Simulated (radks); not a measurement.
Species: Pb+. Configuration: [Xe] 4f12 5d10 6s2 6p3 (not the ground configuration). Calculated with a radial shooting solver on a logarithmic mesh with Libxc functionals: Dirac Kohn-Sham, BLYP, spin-unpolarised, spherical densities, finite nucleus; open shells fill j = l - 1/2 first; Fermi nuclear charge, rms radius 5.5012 fm.

Spin-orbit splittings of the eigenvalues, e(l+1/2) - e(l-1/2), with zeta = 2 splitting/(2l+1) and mean radii in bohr:

| shell | occ. | splitting (eV) | zeta (eV) | <r> j=l-1/2 | <r> j=l+1/2 |
|---|---|---|---|---|---|
| 2p | 6 | 2189 | 1460 | 0.05488 | 0.06380 |
| 3p | 6 | 488.4 | 325.6 | 0.1644 | 0.1807 |
| 3d | 10 | 103.9 | 41.55 | 0.1570 | 0.1619 |
| 4p | 6 | 121.5 | 80.99 | 0.3831 | 0.4168 |
| 4d | 10 | 22.90 | 9.161 | 0.4199 | 0.4305 |
| 4f | 12 | 5.325 | 1.521 | 0.4370 | 0.4427 |
| 5p | 6 | 24.63 | 16.42 | 0.8822 | 0.9661 |
| 5d | 10 | 3.209 | 1.284 | 1.170 | 1.207 |
| 6p | 3 | 2.522 | 1.681 | 2.479 | 2.784 |
